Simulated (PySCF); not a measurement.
Molfile (atoms numbered from 1):
```
C6H11NOSi
     RDKit          3D

 20 19  0  0  0  0  0  0  0  0999 V2000
    4.2219   -1.3437   -1.0426 C   0  0  0  0  0  0  0  0  0  0  0  0
    3.0807   -1.3257   -0.3612 C   0  0  0  0  0  0  0  0  0  0  0  0
    2.2960   -0.1203   -0.1778 C   0  0  0  0  0  0  0  0  0  0  0  0
    1.2166   -0.1310    0.4697 N   0  0  0  0  0  0  0  0  0  0  0  0
    0.0465    1.0472    0.8947 Si  0  0  0  0  0  4  0  0  0  0  0  0
   -1.5816    0.3958    0.1835 C   0  0  0  0  0  0  0  0  0  0  0  0
   -1.7662   -0.7861   -0.3917 C   0  0  0  0  0  0  0  0  0  0  0  0
   -2.5406    1.3507    0.3784 O   0  0  0  0  0  0  0  0  0  0  0  0
   -3.8442    1.0913   -0.0820 C   0  0  0  0  0  0  0  0  0  0  0  0
    4.7995   -2.2430   -1.1718 H   0  0  0  0  0  0  0  0  0  0  0  0
    4.6178   -0.4496   -1.4979 H   0  0  0  0  0  0  0  0  0  0  0  0
    2.6797   -2.2194    0.0954 H   0  0  0  0  0  0  0  0  0  0  0  0
    2.7118    0.7855   -0.6394 H   0  0  0  0  0  0  0  0  0  0  0  0
    0.0343    1.0003    2.3578 H   0  0  0  0  0  0  0  0  0  0  0  0
    0.2320    2.4272    0.4248 H   0  0  0  0  0  0  0  0  0  0  0  0
   -2.7117   -1.1362   -0.7733 H   0  0  0  0  0  0  0  0  0  0  0  0
   -0.9320   -1.4553   -0.4896 H   0  0  0  0  0  0  0  0  0  0  0  0
   -4.4303    1.9778    0.1557 H   0  0  0  0  0  0  0  0  0  0  0  0
   -4.2788    0.2201    0.4191 H   0  0  0  0  0  0  0  0  0  0  0  0
   -3.8564    0.9252   -1.1643 H   0  0  0  0  0  0  0  0  0  0  0  0
  1  2  2  0
  2  3  1  0
  3  4  2  0
  4  5  1  0
  5  6  1  0
  6  7  2  0
  6  8  1  0
  8  9  1  0
  1 10  1  0
  1 11  1  0
  2 12  1  0
  3 13  1  0
  5 14  1  0
  5 15  1  0
  7 16  1  0
  7 17  1  0
  9 18  1  0
  9 19  1  0
  9 20  1  0
M  END
```

PySCF calculation with σ from GIAO-PBE0/pcSseg-1 and structure optimised with GFN2-xTB; no solvent, relativity neglected, single conformer, equivalent nuclei averaged.

Question: List the cross peaks expected in HSQC, COSY and HMBC spectra.

Answer: 

HSQC (one-bond C–H):
```
                δH          δC
        8.85 (H13)  178.5 (C3)
        6.76 (H12)  151.2 (C2)
        6.48 (H10)  139.3 (C1)
        6.11 (H11)  139.3 (C1)
        4.75 (H16)   99.2 (C7)
        4.71 (H17)   99.2 (C7)
3.73 (H18/H19/H20)   55.7 (C9)
```

COSY cross peaks (H two or three bonds apart, from the bond graph; peaks can be absent where the dihedral angle is near 90°):
```
        δH          δH
8.85 (H13)  6.76 (H12)
6.76 (H12)  6.48 (H10)
6.76 (H12)  6.11 (H11)
6.48 (H10)  6.11 (H11)
4.75 (H16)  4.71 (H17)
```

HMBC (two and three bonds, from the bond graph):
```
                δH                                 δC
        8.85 (H13)             151.2 (C2), 139.3 (C1)
        6.76 (H12)             178.5 (C3), 139.3 (C1)
        6.48 (H10)             178.5 (C3), 151.2 (C2)
        6.11 (H11)             178.5 (C3), 151.2 (C2)
    5.17 (H14/H15)  178.5 (C3), 171.5 (C6), 99.2 (C7)
        4.75 (H16)                         171.5 (C6)
        4.71 (H17)                         171.5 (C6)
3.73 (H18/H19/H20)                         171.5 (C6)
```

Shifts are taken against calculated references (same method and geometry level): 1H, 13C against TMS.

Short H···H contacts in this conformer between protons four or more bonds apart (candidates for NOE cross peaks, intensity ∝ r⁻⁶): H16···H20 2.39 Å, H11···H13 2.43 Å.

Shifts are as computed. Against solution values, carbons near 30 ppm lie about +3 ppm off and those near 130 ppm about +5 ppm. Of 1309 compounds with measured shifts, 239 miss one by over three times the rms of a fit or turn the order of signals round; such compounds aren't used in these exercises.
